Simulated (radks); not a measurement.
Problem. Sr+, 37 electrons, occupied as [Kr] 5s1. Calculated with a radial shooting solver on a logarithmic mesh with Libxc functionals: Dirac Kohn-Sham, LDA (Slater exchange, Perdew-Zunger correlation), spin-unpolarised, spherical densities, point nucleus. Some entries of the table are withheld. Estimate them.

orbital,occ.,eigenvalue (hartree),<1/r> (bohr^-1),<r> (bohr)
1s1/2,2,-584.7921,38.95,0.03921
2s1/2,2,-79.39495,8.767,0.1724
2p1/2,2,-72.33465,8.746,0.1476
2p3/2,4,-69.82532,8.406,0.1518
3s1/2,2,-12.45902,(1),0.4929
3p1/2,2,-9.89424,2.824,0.4920
3p3/2,4,-9.50868,2.742,0.5025
3d3/2,4,-4.98839,2.521,0.4964
3d5/2,6,-4.92105,2.499,0.5001
4s1/2,2,-1.73840,0.9980,1.354
4p1/2,2,-1.10313,(2),1.539
4p3/2,4,-1.05941,(3),1.573
5s1/2,1,(4),0.3330,3.846

Solution. 
(1) 3s1/2 <1/r> (bohr^-1): 2.930
(2) 4p1/2 <1/r> (bohr^-1): 0.8685
(3) 4p3/2 <1/r> (bohr^-1): 0.8465
(4) 5s1/2 eigenvalue (hartree): -0.31554
